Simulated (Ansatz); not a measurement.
`C#[C][Ti]([OH])([OH])[OH]` and `[OH][Ti]([OH])([OH])[Br]` differ in one atom or group.

Ansatz, PBE0-D4/def2-TZVP geometries, multiplicity 1. Each molecule was computed in one conformer, which needn't be the lowest.

Scalar relativity is left out up to krypton.

```
                                                                                  property  `C#[C][Ti]([OH])([OH])[OH]`
ideal-gas entropy at 298 K and 1 bar (rigid rotor, harmonic PBE0-D4/def2-TZVP) / J/(mol·K)                          404
                                                     HOMO energy (ωB97M-V/def2-TZVPP) / eV                       -10.02
                                            size of the dipole moment (PBE/def2-TZVPP) / D                         2.35
                                        size of the dipole moment (ωB97M-V/def2-TZVPP) / D                         2.42
                                                       HOMO energy (B3LYP/def2-TZVPP) / eV                        -7.53
                                                        HOMO energy (PBE0/def2-TZVPP) / eV                        -7.78
```

(1) Give the same properties after the change, and the shifts. (Estimate.)

Answers

(1) Computed: 
| property | `[OH][Ti]([OH])([OH])[Br]` | shift |
| --- | --- | --- |
| ideal-gas entropy at 298 K and 1 bar (rigid rotor, harmonic PBE0-D4/def2-TZVP) / J/(mol·K) | 390 | -14 |
| HOMO energy (ωB97M-V/def2-TZVPP) / eV | -10.34 | -0.32 |
| size of the dipole moment (PBE/def2-TZVPP) / D | 2.73 | 0.38 |
| size of the dipole moment (ωB97M-V/def2-TZVPP) / D | 2.87 | 0.45 |
| HOMO energy (B3LYP/def2-TZVPP) / eV | -7.89 | -0.36 |
| HOMO energy (PBE0/def2-TZVPP) / eV | -8.16 | -0.38 |

With PBE0 the HOMO falls by 0.38 eV and the LUMO falls by 0.16 eV, so the gap widens by about 0.22 eV. PBE moves the HOMO by -0.29 eV and ωB97M-V by -0.32 eV. The zero-point energy changes by -44.9 kJ/mol with -6 modes. Dipoles are sizes alone; their direction can turn.

B3LYP here is the variant with VWN-RPA as its local correlation; programs differ in this.

Spin–orbit coupling is left out; it splits and shifts lone-pair levels of the heavy atoms by tenths of an eV.
